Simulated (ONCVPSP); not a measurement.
bromine: one change to an ONCV potential, before and after

bromine, optimised norm-conserving Vanderbilt (ONCV), made with ONCVPSP 4.0.1 (BLYP, scalar-relativistic). Core [Ne], reference 3s2 3p6 3d10 4s2 4p4.5 (charge +0.5). Waves: 3s+4s: rc 1.10 bohr, ncon 5, nbas 9, qcut 8.5 1/bohr, 2 projectors; 3p+4p: rc 1.15 bohr, ncon 4, nbas 8, qcut 9.6 1/bohr, 2 projectors; 3d: rc 1.10 bohr, ncon 4, nbas 9, qcut 11.9 1/bohr, local. Local part: the d channel. Core correction: Teter function fitted to the true core (icmod 2), fcfact 0.35.

Change: p: ncon 3, nbas 7.

Cutoffs: the cutoffs (Ha) at which the residual kinetic energy of the hardest occupied pseudo-wave falls to 1 and 0.1 mHa per electron; they do not see the model core or the augmentation charge, which bear on the density cutoff. Errors are all-electron minus pseudo energies relative to the spin-unpolarised reference configuration.

Question: What does the change do?

Answer: The potential gets neither clearly harder nor softer (79 Ha and 249 Ha → 79 Ha and 249 Ha); both files keep a bound ghost (s); of the 4 tests that both files solve, the error grows in 4 and shrinks in 0 by more than 15 % and 0.3 meV (median size 4.0 → 4.9 meV).

| quantity | base | changed |
| --- | --- | --- |
| cutoff, loose | 79 Ha | 79 Ha |
| cutoff, tight | 249 Ha | 249 Ha |
| loose cutoff by channel | s 32 Ha, p 50 Ha, d 79 Ha | s 32 Ha, p 44 Ha, d 79 Ha |
| bound ghosts | s | s |
| GHOST(+) flags under 300 eV | none | none |
| error for 3s2 3p6 3d10 4s2 4p5, meV [ΔE -5.00 eV] | +0.6 | +0.9 |
| error for 3s2 3p6 3d10 4s2 4p4, meV [ΔE 7.40 eV] | -1.2 | -1.6 |
| error for 3s2 3p6 3d10 4s2 4p3, meV [ΔE 30.02 eV] | -6.8 | -8.3 |
| error for 3s2 3p6 3d10 4s2 4p2, meV [ΔE 63.90 eV] | -20 | -24 |
| s: phases at 1.11 bohr within 0.05 rad from the reference energy up to (Ha; the scan ends near 5) | 1.6 | 1.6 |
| p: phases at 1.17 bohr within 0.05 rad from the reference energy up to (Ha; the scan ends near 5) | to the end of the scan | to the end of the scan |
| d: phases at 1.11 bohr within 0.05 rad from the reference energy up to (Ha; the scan ends near 5) | -1.6 | -1.6 |
| rms error of d²Exc/dni dnj with the model core, mHa | 1.88 | 2.04 |

 A true bound ghost makes a file unfit for plane-wave use even where its test errors are small: the radial tests pick states by their node count and pass the ghost by.
